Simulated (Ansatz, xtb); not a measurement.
**C6H5NO2: 6 structures ranked**

6 gas-phase structures of C6H5NO2, from a drawn sample of its isomers (lower ones may exist). Each was relaxed with GFN2-xTB; where two conformers were screened, the lower at r2SCAN-D4/def2-SVP//GFN2-xTB is listed:

A. `N#CC1=C(O)CC(=O)C1`, a singlet
B. `N#CC1=C(O)C=C(O)C1`, a singlet
C. `N#CC1=C(O)CC(O)=C1`, a singlet
D. `N#C[C@@H]1C=C(O)CC1=O`, a singlet
E. `N#C[C@@H]1CC(O)=CC1=O`, a singlet
F. `N#C[C@@H]1CC(=O)C=C1O`, a singlet

Task: Estimate their order in r2SCAN-D4/def2-SVP//GFN2-xTB energy at these geometries, lowest first.

Result: Calculated order at r2SCAN-D4/def2-SVP//GFN2-xTB: A (0.0), E (1.6), F (8.2), B (28.9), D (49.0), C (51.3) kJ/mol. Less than 1 kcal/mol parts A and E; D and C, so the order within those pairs means little.

Energies above the lowest of each column, in kJ/mol; the last columns are at r2SCAN-D4/def2-SVP geometries:

| structure | GFN2-xTB | HF/STO-3G | r2SCAN-D4/def2-SVP//GFN2-xTB | r2SCAN-D4/def2-SVP | CCSD(T)/def2-SVP + ΔMP2/def2-TZVPP |
| --- | --- | --- | --- | --- | --- |
| A | 0.0 | 0.0 | 0.0 | 0.1 | 3.7 |
| E | 0.8 | 22.4 | 1.6 | 0.0 | 0.0 |
| F | 6.8 | 24.6 | 8.2 | 7.4 | 3.4 |
| B | 15.4 | 69.5 | 28.9 | 29.0 | 38.5 |
| D | 27.7 | 38.1 | 49.0 | 46.9 | 35.2 |
| C | 22.0 | 73.8 | 51.3 | 51.3 | 53.4 |

CCSD(T)/def2-SVP + ΔMP2/def2-TZVPP has A and E and F within 1 kcal/mol of each other at the bottom, and every level picks one of them. CCSD(T)/def2-SVP + ΔMP2/def2-TZVPP orders those it was run on as E (0.0), F (3.4), A (3.7), D (35.2), B (38.5), C (53.4) kJ/mol. Less than 1 kcal/mol parts E and F; F and A; D and B, so the order within those pairs means little. Flexible structures stand in one conformer each, not always the lowest. The ΔMP2 step shifts differences by up to 14.6 kJ/mol, which makes them less sure. ΔMP2 is the change of the MP2 energy from the smaller to the larger basis.

Over these structures GFN2-xTB departs from r2SCAN-D4/def2-SVP//GFN2-xTB by 10.3 kJ/mol on average once a common shift is removed. A GFN2-xTB relaxation took about 0.086 s and the r2SCAN-D4/def2-SVP//GFN2-xTB energy about 4.1 s on a shared host (Ansatz 0.2.0, xtb 6.7.1).
